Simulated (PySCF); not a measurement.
CHOS, SMILES [OH+]=C=S, charge +1. Coordinates come from a B3LYP-D3(BJ)/def2-TZVP optimisation. The isomer is the one that the SMILES or the coordinates give; other isomers of the formula were not compared.

**Question.** Give the equilibrium geometry at B3LYP-D3(BJ)/def2-TZVP (PySCF confirms it by a frequency run) as bond lengths and angles, and its point group. (Estimate from the structure and the level; the computed values follow.)

**Answer.** point group Cs.
Atoms: O1 C2 S3 H4. Bonds (Å): O1–C2 1.231, O1–H4 0.984, C2–S3 1.498. Bond angles (°): C2–O1–H4 119.9, O1–C2–S3 174.9.
Charge +1, spin multiplicity 1.
